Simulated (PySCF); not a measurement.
H8N2Si3, SMILES N[SiH]1[SiH2]N[SiH2]1.

Coordinates come from a B3LYP-D3(BJ)/def2-SVP optimisation. The structure was generated by enumeration, and PubChem lists no compound with its InChIKey, so it may never have been made. The values are those of a single conformer.

All values below come from TDA-PBE/def2-SVPD (PySCF 2.14.0).

Vertical excitations. Isolated molecule, no solvent.

```tsv
state	energy (eV)	λ (nm)	f	main pairs
S1	4.23	293	0.018	HOMO→LUMO 99 %
S2	4.54	273	0.055	HOMO→LUMO+1 96 %
S3	4.70	264	0.002	HOMO−1→LUMO 91 %
S4	5.00	248	0.002	HOMO−1→LUMO+1 89 %
S5	5.55	223	0.003	HOMO→LUMO+3 87 %
S6	5.70	217	0.088	HOMO→LUMO+2 68 %
S7	5.76	215	0.040	HOMO−2→LUMO 77 %
S8	5.87	211	0.004	HOMO−1→LUMO+2 89 %
S9	5.91	210	0.062	HOMO→LUMO+4 61 %, HOMO−2→LUMO+1 13 %, HOMO−1→LUMO+2 10 %
S10	5.99	207	0.013	HOMO−2→LUMO+1 73 %, HOMO→LUMO+4 13 %
T1	3.83	324	0	HOMO→LUMO 99 %
T2	3.99	311	0	HOMO→LUMO+1 98 %
T3	4.44	279	0	HOMO−1→LUMO 99 %
T4	4.60	269	0	HOMO−1→LUMO+1 99 %
```
Triplets are in the Tamm–Dancoff approximation.
